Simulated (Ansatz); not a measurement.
Gas-phase electronic energies from Ansatz, PBE0-D4/def2-TZVP geometries. CCSD(T)/CBS adds triple-zeta CCSD(T) − MP2 to the extrapolated MP2 energy (def2 sets, frozen cores). This one scheme is used for every species, atoms too. DFT in def2-TZVPP. B3LYP here is the variant with VWN-RPA as its local correlation; programs differ in this. HSE06 is defined as in plane-wave codes. Open shells (•) are unrestricted, without spin–orbit coupling. Spin–orbit coupling would lower the free atoms: a little for Cl. Each species was taken in one conformer, which may not be the lowest.

Reaction (homolysis of the Cl–Si bond): `C[Si](O)(F)Cl` → Cl• + `C[Si](O)F`•

`C[Si](O)(F)Cl`:

Z-matrix (Å, degrees):
```
C
Si 1 1.834
H 1 1.092 2 110.0
H 1 1.091 2 110.4 3 -119.8
H 1 1.091 2 110.5 3 120.0
O 2 1.623 1 109.4 3 58.1
F 2 1.591 1 110.3 3 -62.8
Cl 2 2.049 1 112.0 3 -179.6
H 6 0.958 2 119.2 1 170.2
```

`C[Si](O)F`•:

Cartesian coordinates in Å:
```
C -0.384 -0.774 0.760
Si 0.126 0.849 0.010
O -0.115 0.713 -1.610
F 1.694 1.074 0.294
H 0.204 -1.577 0.303
H -1.442 -0.964 0.576
H -0.206 -0.776 1.837
H 0.123 1.455 -2.169
```

| level | ΔE (kJ/mol) | difference from CCSD(T)/CBS |
| --- | --- | --- |
| LDA (SPW92) | 554.9 | 45.0 |
| revPBE-D4 | 482.7 | -27.2 |
| BLYP-D4 | 476.0 | -33.9 |
| r2SCAN-D4 | 496.5 | -13.4 |
| B97M-V | 516.5 | 6.6 |
| PBE0-D4 | 497.1 | -12.8 |
| B3LYP-D4 | 485.7 | -24.2 |
| r2SCANh-D4 | 495.4 | -14.5 |
| r2SCAN0-D4 | 493.7 | -16.2 |
| HSE06-D4 | 497.2 | -12.7 |
| BHLYP-D4 | 486.0 | -23.9 |
| CAM-B3LYP-D4 | 491.0 | -18.9 |
| ωB97X-V | 507.7 | -2.2 |
| ωB97M-V | 516.4 | 6.5 |
| B2PLYP | 488.4 | -21.5 |
| PBE-QIDH | 505.6 | -4.3 |
| BLYP | 460.3 | -49.6 |
| r2SCAN | 494.7 | -15.2 |
| PBE0 | 490.7 | -19.2 |
| B3LYP | 473.6 | -36.3 |
| r2SCANh | 493.4 | -16.5 |
| HSE06 | 491.2 | -18.7 |
| BHLYP | 476.0 | -33.9 |
| CAM-B3LYP | 484.3 | -25.6 |
| LC-ωPBE | 487.5 | -22.4 |
| RPA@PBE/def2-TZVPP | 454.8 | -55.1 |
| HF/def2-SVP | 389.7 | -120.2 |
| CCSD/def2-SVP | 463.8 | -46.1 |
| CCSD(T)/def2-SVP | 468.7 | -41.2 |
| HF/def2-TZVPP | 392.3 | -117.6 |
| MP2/def2-TZVPP | 514.3 | 4.4 |
| SCS-MP2/def2-TZVPP | 502.7 | -7.2 |
| CCSD/def2-TZVPP | 485.3 | -24.6 |
| CCSD(T)/def2-TZVPP | 494.3 | -15.6 |
| HF/def2-QZVPP | 391.4 | -118.5 |
| MP2/def2-QZVPP | 523.0 | 13.1 |
| SCS-MP2/def2-QZVPP | 512.2 | 2.3 |
| HF/CBS(def2) | 391.2 | -118.7 |
| MP2/CBS(def2) | 530.0 | 20.1 |
| CCSD/CBS(def2) | 500.9 | -9.0 |
| CCSD(T)/CBS | 509.9 | 0 |

Largest T1 diagnostic among the species: 0.013.

At CCSD(T), def2-SVP lies −41.2 kJ/mol from the extrapolated value and def2-TZVPP −15.6 kJ/mol: correlation converges slowly with the basis, and small sets miss more of it in the bonded molecule than in its fragments. From PBE to PBE0 (25 % exact exchange), in def2-TZVPP and without D4, ΔE moves by +3.9 kJ/mol. Leaving LDA and LC-ωPBE aside and taking each functional with its dispersion term where it has one, the values spread over 40.5 kJ/mol, from BLYP-D4 to B97M-V. LDA lies +68.1 kJ/mol from PBE without D4, its usual overbinding.

CCSD(T)/CBS has its own doubt, a few kJ/mol and more with outer-core shells, so smaller differences from it don't rank the levels.
